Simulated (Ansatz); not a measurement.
**Pulling the pair apart**

The pair of H$_{2}$ (SMILES [H][H], atoms 1–2) and CH$_{3}$F (SMILES CF, atoms 3–7), both closed shells, in one local arrangement (a lower one may exist), relaxed at PBE0-D4/def2-TZVP:

H1  (-0.095, 0.033, -2.163)
H2  (-0.014, 0.561, -2.684)
C3  (0.033, -0.072, 1.009)
F4  (-0.218, -1.113, 0.142)
H5  (0.164, 0.847, 0.433)
H6  (0.943, -0.290, 1.573)
H7  (-0.813, 0.034, 1.691)
(Å)

CH$_{3}$F is shifted rigidly along the line between the mean atom positions of the two fragments (negative: closer). Counterpoise interaction energies in kJ/mol. Ansatz 0.2.0; basis: def2-TZVPPD; cores frozen in the correlated methods.

| shift (Å) | MP2 | r2SCAN-D4 | wB97M-V |
| --- | --- | --- | --- |
| -0.26 | -1.0 | -1.1 | -1.6 |
| -0.13 | -1.7 | -1.7 | -2.2 |
| 0.00 | -2.0 | -1.9 | -2.3 |
| 0.13 | -2.1 | -1.8 | -2.3 |
| 0.31 | -1.9 | -1.7 | -2.0 |
| 0.64 | -1.4 | -1.2 | -1.5 |
| 1.29 | -0.7 | -0.6 | -0.8 |
| 2.58 | -0.2 | -0.2 | -0.2 |

Q: What does CCSD(T) give at these shifts? (To be estimated.)

A: By the calculation: -1.2, -1.9, -2.2, -2.2, -2.0, -1.5, -0.7, -0.2 kJ/mol. For zero shift, CCSD(T) at an estimated basis limit (MP2 extrapolated from triple and quadruple zeta, plus CCSD(T) − MP2 in triple zeta) gives -2.5 kJ/mol. These are counterpoise interaction energies, counted from the two frozen fragments.

T1 diagnostic: at most 0.010.

For scale, one of the runs: CCSD(T)/def2-TZVPPD, 162 basis functions, launched by `ansatz run in.yaml --threads 2 --pin off --events-out ev --progress --plain --max-ram 5222MiB`. Hardware: 2 CPU threads, shared host. Wall time 14 s; peak host memory 1.3 GiB.
